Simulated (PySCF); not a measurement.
## Continuum solvent and chemical shifts

Cartesian coordinates in Å; atom numbers follow the order of the lines, from 1:
```xyz
20

C     2.407   -0.992    0.078
N     1.364   -0.445   -0.760
Si    0.740    1.185   -0.634
Si   -0.005    1.293    1.590
Si   -1.210   -0.730    1.590
Si   -2.105   -0.910   -0.591
Si   -1.301    0.970   -1.764
H     3.433   -0.742   -0.255
H     2.300   -0.609    1.106
H     2.329   -2.090    0.139
H     1.321   -0.881   -1.676
H     1.654    2.293   -1.076
H    -0.924    2.458    1.793
H     1.066    1.340    2.635
H    -2.291   -0.755    2.626
H    -0.277   -1.869    1.860
H    -3.602   -0.966   -0.564
H    -1.607   -2.157   -1.252
H    -2.191    2.159   -1.577
H    -1.150    0.700   -3.230
```

GIAO PBE0/pcSseg-1 in PySCF on one PBE0-D3(BJ)/def2-SVP conformer, non-relativistic, equivalent nuclei averaged. Solvents enter as an IEF-PCM continuum (chloroform with ε = 4.7, acetone with ε = 20.5) around the gas-phase geometry. Shifts are referred to TMS computed in the same medium.

Gas phase, δ in ppm: C1 35.1, Si3 -34.4, Si4/Si7 -111.5, Si5/Si6 -112.1, H12 5.41, H14/H20 3.70, H15/H17 3.62, H16/H18 3.58, H13/H19 3.32, H8/H9/H10 2.47, H11 -0.65. Dipole moment 1.64 D.

(1) How does each δ change in the continuum?

(2) Which of the listed nuclei move most (in ppm), and what does the model miss? (N and O are left out, as their reference compounds move with the solvent too.)

Answers

(1) 
```csv
atoms,environment,"Δδ, chloroform","Δδ, acetone"
C1,methyl carbon bonded to N,+0.5,+0.7
Si3,"silicon bonded to N, 2 Si, H, in a 5-membered ring",-0.5,-0.6
Si4/Si7,"silicon bonded to 2 Si, 2 H, in a 5-membered ring",+0.2,+0.3
Si5/Si6,"silicon bonded to 2 Si, 2 H, in a 5-membered ring",-0.1,-0.1
H12,"hydrogen on a silicon bonded to N, 2 Si, in a 5-membered ring",-0.06,-0.08
H14/H20,"hydrogen on a silicon bonded to 2 Si, in a 5-membered ring",-0.01,-0.01
H15/H17,"hydrogen on a silicon bonded to 2 Si, in a 5-membered ring",-0.09,-0.13
H16/H18,"hydrogen on a silicon bonded to 2 Si, in a 5-membered ring",-0.05,-0.06
H13/H19,"hydrogen on a silicon bonded to 2 Si, in a 5-membered ring",-0.05,-0.07
H8/H9/H10,hydrogen on a methyl carbon bonded to N,+0.02,+0.02
H11,"hydrogen on a nitrogen bonded to C, Si",+0.39,+0.54
```

Changes are relative to the gas phase. The dipole moment becomes 1.97 D in chloroform, 2.10 D in acetone.

(2) C1 (methyl carbon bonded to N, +0.7 ppm) and Si3 (silicon bonded to N, 2 Si, H, in a 5-membered ring, -0.6 ppm) in acetone. A continuum only polarises the solute; specific hydrogen bonds, the anisotropy of aromatic solvents and changes of geometry or conformer are outside it.
